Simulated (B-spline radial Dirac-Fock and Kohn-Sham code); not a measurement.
Relativistic shifts of the levels of Eu⁴⁸⁺

System: europium as Eu⁴⁸⁺ in the configuration 1s2 2s2 2p6 3s2 3p3.

Both columns are ΔSCF binding energies of the configuration average from a radial B-spline solver: non-relativistic Hartree-Fock with a point nucleus, and Dirac-Fock with a finite nucleus and the Coulomb interaction alone, averaged over the two j levels with weights 2j+1.

| shell | Hartree-Fock (eV) | Dirac-Fock (eV) | shift (eV) | shift (%) |
| --- | --- | --- | --- | --- |
| 1s | 49231.0 | 52074.5 | +2843.55 | +5.78 |
| 2s | 10488.5 | 11265.7 | +777.13 | +7.41 |
| 3s | 4209.6 | 4443.8 | +234.15 | +5.56 |
| 3p | 4088.9 | 4191.7 | +102.79 | +2.51 |

Relativity binds 1s, 2s, 3s, 3p more strongly, among those listed most of all 2s in relative terms.

Values without a named source are computed, but for edge energies of neutral atoms, which are taken from tables.
